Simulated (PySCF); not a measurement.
No relativistic terms, no solvent model, fast rotation and ring inversion assumed for equivalent nuclei, single conformer. PBE0/pcSseg-1 with gauge-including orbitals; coordinates at the GFN2-xTB level; PySCF.

References, each an isolated molecule treated in the same way: ¹H (σ = 31.72 ppm) and ¹³C (σ = 186.93 ppm) against TMS. Shifts are as computed. Against solution values, carbons near 30 ppm lie about +3 ppm off and those near 130 ppm about +5 ppm. Of 1211 compounds with measured shifts, 218 miss one by over three times the rms of a fit or turn the order of signals round; such compounds aren't used in these exercises.

Question: Order these molecules by the shift of their most shielded carbon-bound hydrogen, lowest δ first.
A. C=C/C=C/OC(F)F
B. CCC1(C)C(=O)C=CC1=O
C. C=C(C)/C=C\N([SiH3])[SiH2]F

Answer: B (0.65 ppm, hydrogen on a methyl carbon), C (2.02 ppm, hydrogen on an allylic methyl carbon), A (5.39 ppm, hydrogen on a terminal =CH2 carbon).

Question: Order these molecules by the shift of their most deshielded carbon-bound hydrogen, lowest δ first.
A. C=C/C=C/OC(F)F
B. F[SiH2]N([SiH3])/C=C\C1CC1
C. CCC1(C)C(=O)C=CC1=O

Answer: B (5.90 ppm, hydrogen on an alkene carbon bearing nitrogen), A (6.72 ppm, hydrogen on an alkene carbon bearing oxygen), C (7.32 ppm, hydrogen on a β carbon of a C=C–C=O unit).

Question: How many ¹³C and ¹H signals does each give (equivalence by symmetry and fast rotation, but not about amide C–N or C=N bonds)? `CCC1(C)C(=O)C=CC1=O`, `C=C/C=C/OC(F)F`, `F[SiH2]N([SiH3])/C=C\C1CC1`, `C=C(C)/C=C\N([SiH3])[SiH2]F`

Answer: CCC1(C)C(=O)C=CC1=O: 6 C, 4 H; C=C/C=C/OC(F)F: 5 C, 6 H; F[SiH2]N([SiH3])/C=C\C1CC1: 4 C, 7 H; C=C(C)/C=C\N([SiH3])[SiH2]F: 5 C, 7 H.
